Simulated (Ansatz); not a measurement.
Program: Ansatz. Geometries: PBE0-D4/def2-TZVP. ΔE: electronic, gas phase. CCSD(T)/CBS adds triple-zeta CCSD(T) − MP2 to the extrapolated MP2 energy (def2 sets, frozen cores). DFT in def2-TZVPP. B3LYP here is the variant with VWN-RPA as its local correlation; programs differ in this. For Zn outer-core shells are correlated without core-valence functions, which leaves a few kJ/mol of doubt a bond. Scalar relativity is left out up to krypton. One conformer a species, not always the lowest.

`Cl[SiH2][ZnH]` + `CCO[SiH2]C` → `C[CH2][ZnH]` + `C[SiH2]O[SiH2]Cl`  (redistribution)

```json
{"level": "r2SCAN-D4", "ΔE (kcal/mol)": "-36.1", "difference from CCSD(T)/CBS": "1.8"}
{"level": "PBE0-D4", "ΔE (kcal/mol)": "-33.3", "difference from CCSD(T)/CBS": "4.6"}
{"level": "B3LYP-D4", "ΔE (kcal/mol)": "-35.8", "difference from CCSD(T)/CBS": "2.1"}
{"level": "ωB97X-V", "ΔE (kcal/mol)": "-35.1", "difference from CCSD(T)/CBS": "2.8"}
{"level": "ωB97M-V", "ΔE (kcal/mol)": "-36.3", "difference from CCSD(T)/CBS": "1.6"}
{"level": "B2PLYP", "ΔE (kcal/mol)": "-37.4", "difference from CCSD(T)/CBS": "0.5"}
{"level": "PBE", "ΔE (kcal/mol)": "-31.6", "difference from CCSD(T)/CBS": "6.3"}
{"level": "B3LYP", "ΔE (kcal/mol)": "-34.9", "difference from CCSD(T)/CBS": "3.0"}
{"level": "HF/def2-TZVPP", "ΔE (kcal/mol)": "-35.9", "difference from CCSD(T)/CBS": "2.0"}
{"level": "MP2/def2-TZVPP", "ΔE (kcal/mol)": "-41.4", "difference from CCSD(T)/CBS": "-3.5"}
{"level": "SCS-MP2/def2-TZVPP", "ΔE (kcal/mol)": "-40.0", "difference from CCSD(T)/CBS": "-2.1"}
{"level": "CCSD/def2-TZVPP", "ΔE (kcal/mol)": "-37.5", "difference from CCSD(T)/CBS": "0.4"}
{"level": "CCSD(T)/def2-TZVPP", "ΔE (kcal/mol)": "-37.6", "difference from CCSD(T)/CBS": "0.3"}
{"level": "HF/def2-QZVPP", "ΔE (kcal/mol)": "-36.5", "difference from CCSD(T)/CBS": "1.4"}
{"level": "MP2/def2-QZVPP", "ΔE (kcal/mol)": "-41.7", "difference from CCSD(T)/CBS": "-3.8"}
{"level": "MP2/CBS(def2)", "ΔE (kcal/mol)": "-41.6", "difference from CCSD(T)/CBS": "-3.7"}
{"level": "CCSD(T)/CBS", "ΔE (kcal/mol)": "-37.9", "difference from CCSD(T)/CBS": "0"}
```

Largest T1 diagnostic among the species: 0.014.

In def2-TZVPP, CCSD(T) changes the Hartree–Fock value by −1.7 kcal/mol (the triples alone add −0.1 kcal/mol) and MP2 by −5.5 kcal/mol. From PBE to PBE0 (25 % exact exchange), in def2-TZVPP and without D4, ΔE moves by −1.2 kcal/mol.
